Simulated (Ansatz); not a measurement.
`O[CH2][Al]([SH])[Br]` + `CC(O)F` → `CC(F)OCO` + `[SH][AlH][Br]`  (substitution at a C–Al bond)

Calculated with Ansatz (gas phase, PBE0-D4/def2-TZVP geometries, no zero-point term in ΔE). CCSD(T)/CBS is the MP2 limit (def2-TZVPP, def2-QZVPP) plus CCSD(T) − MP2 in def2-TZVPP, frozen cores. DFT in def2-TZVPP. For Br outer-core shells are correlated without core-valence functions, which leaves a few kJ/mol of doubt a bond. Scalar relativity is left out up to krypton. One conformer a species, not always the lowest.

`O[CH2][Al]([SH])[Br]`:

Cartesian coordinates in Å:
```
O -1.030 1.460 0.829
C -0.699 0.132 0.462
Al 0.956 0.113 -0.598
S 1.768 -1.768 -1.336
Br 2.118 1.962 -1.123
H -1.840 1.448 1.344
H -0.552 -0.516 1.341
H -1.495 -0.343 -0.134
H 0.774 -2.487 -0.785
```

`CC(O)F`:

Z-matrix (Å, degrees):
```
C
C 1 1.500
H 1 1.091 2 109.3
H 1 1.091 2 110.0 3 119.6
H 1 1.090 2 110.0 3 -120.1
O 2 1.377 1 109.2 3 -56.3
F 2 1.391 1 109.1 3 63.2
H 2 1.098 1 112.4 3 179.2
H 6 0.962 2 108.9 1 -174.9
```

`CC(F)OCO`:

Cartesian coordinates in Å:
```
C 1.224 -0.380 -1.474
C 0.617 -0.389 -0.103
F 1.633 -0.364 0.845
O -0.169 0.736 0.054
C -0.997 0.713 1.193
O -2.060 -0.176 1.064
H 0.439 -0.448 -2.228
H 1.778 0.548 -1.620
H 1.901 -1.227 -1.587
H 0.040 -1.297 0.104
H -0.435 0.395 2.073
H -1.333 1.747 1.315
H -2.638 0.142 0.365
```

`[SH][AlH][Br]`:

Cartesian coordinates in Å:
```
S 1.100 1.218 -0.483
Al -0.003 -0.348 0.539
Br -1.828 -1.216 -0.458
H 0.271 1.210 -1.543
H 0.460 -0.864 1.946
```

Problem. Is it downhill or uphill in electronic energy at CCSD(T)/CBS, and by how much? (Estimate.)

Solution. Ansatz gave: Uphill: ΔE = +3.8 kcal/mol.

Problem. What do these levels give: r2SCAN-D4, ωB97X-V, r2SCAN, HF/def2-TZVPP, MP2/def2-QZVPP, HF/CBS(def2)? (Estimate.)

Solution. Ansatz gave: r2SCAN-D4 2.8, ωB97X-V 1.8, r2SCAN 2.8, HF/def2-TZVPP -0.1, MP2/def2-QZVPP 4.5, HF/CBS(def2) 0.1 kcal/mol.

Largest T1 diagnostic among the species: 0.011.

In def2-TZVPP, CCSD(T) changes the Hartree–Fock value by +2.6 kcal/mol (the triples alone add −0.0 kcal/mol) and MP2 by +3.8 kcal/mol.
